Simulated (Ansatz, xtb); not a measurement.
# Relaxing a trial structure of CBGeO−

The starting geometry of this gas-phase singlet was built from a drawn formula by distance geometry and a force field; its bonds are those of `[C-]#[Ge-]1[B+][O]1`.

| atom | x (Å) | y (Å) | z (Å) |
| --- | --- | --- | --- |
| C | -1.9339 | 0.3917 | 0.9100 |
| B | 0.3596 | -1.8456 | -0.3825 |
| Ge | -0.6375 | -0.3918 | 0.5589 |
| O | 1.0091 | -0.4252 | -0.0498 |

Where would you expect an optimisation with r2SCAN-D4/def2-SVPD to take it?

It rearranges to `O=B[C]#[Ge-]`. Distances that change by over a tenth: C1–Ge3 (1.55 → 1.73 Å), B2–O4 (1.60 → 1.24 Å). Contacts that open: B2–Ge3 (2.00 → 3.19 Å), Ge3–O4 (1.76 → 4.43 Å). Contacts that close: C1–B2 (3.45 → 1.46 Å).

The energy falls by 8.26 eV over 34 steps:

```
step  E − E(last) (eV)
   1             8.265
   5             5.411
   8             4.436
  12             3.428
  16             3.421
  19             3.414
  23             2.770
  27             0.482
  30             0.072
  34             0.000
```

Final geometry (Å):

```
atom    x (Å)    y (Å)    z (Å)
   C  -0.8723  -0.6727   0.4286
   B   0.5018  -0.4200   0.0222
  Ge  -2.5068  -0.9740   0.9105
   O   1.6748  -0.2043  -0.3248
```

From the same start GFN2-xTB ends elsewhere, differing in C1–B2 (3.65 against 1.46 Å here), B2–Ge3 (1.93 against 3.19 Å here).

No frequencies were run, so the end isn't proven a minimum. Run with Ansatz 0.2.0, 2.8 min on 1 thread of Intel(R) Xeon(R) Processor @ 2.50GHz (Skylake/Cascade Lake), on a shared host.
